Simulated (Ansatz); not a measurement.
A single point on FGeH$_{6}$NSi, SMILES `F[SiH2][NH][GeH3]`.

```yaml
crystal:
  periodic: [false, false, false]
  atoms:
    - {symbol: F, position_ang: [0.403669, 1.081545, -2.285514]}
    - {symbol: Si, position_ang: [-0.377514, 1.224118, -0.891746]}
    - {symbol: N, position_ang: [-0.608304, -0.255879, -0.092456]}
    - {symbol: Ge, position_ang: [0.586667, -1.135373, 1.005819]}
    - {symbol: H, position_ang: [0.466484, 2.094200, -0.042728]}
    - {symbol: H, position_ang: [-1.692785, 1.817688, -1.226017]}
    - {symbol: H, position_ang: [-1.410165, -0.804862, -0.366469]}
    - {symbol: H, position_ang: [1.699460, -0.126611, 1.313497]}
    - {symbol: H, position_ang: [1.156711, -2.377796, 0.299012]}
    - {symbol: H, position_ang: [-0.141222, -1.568231, 2.289503]}
basis:
  gaussian: {orbitals: def2-QZVPP}
correlation: {method: mp2}
```

```sh
$ ansatz run in.yaml --threads 4 --pin off --events-out ev --progress --plain --max-ram 10444MiB
```

Output, abridged:

```
Functional definition: HF
  name "HF"
  cite "Fock, Z. Phys. 61, 126 (1930) doi:10.1007/BF01340294"
  parent pbe
  exchange = exact_x
  correlation = 0
2770 factors; integrals over basis functions are off by at most 7.4e-4 eV
mean field evaluation 1: about -68621.1466 eV, gradient 4.4e1 eV
mean field evaluation 2: about -68621.2603 eV, gradient 4.4e1 eV
mean field evaluation 4: about -68625.1858 eV, gradient 3.4e0 eV
mean field evaluation 8: about -68625.2333 eV, gradient 2.6e-1 eV
mean field -68625.23343196 eV, -2521.9308127705 hartree, gradient 2.5e-6 eV, S^2 0.000000; 0 other end points of the search recorded, 0 dependent functions left out
16 core orbitals not correlated: weight in the atoms' cores, before any rotation towards them, 1.000 or more for the frozen orbitals, at most 0.000 for the correlated occupied ones
reference -68625.23343196 eV, -2521.9308127705 hartree; 18, 18 occupied and 419, 419 virtual orbitals, 2770 factors
second order -31.60098742 eV of doubles, -0.00000000 eV of singles
Total energy: -68656.83441938 eV, -2523.0921276383 hartree
```

Run time 15 s (4 threads of an INTEL XEON PLATINUM 8581C on a shared host); peak host memory 2.6 GiB.
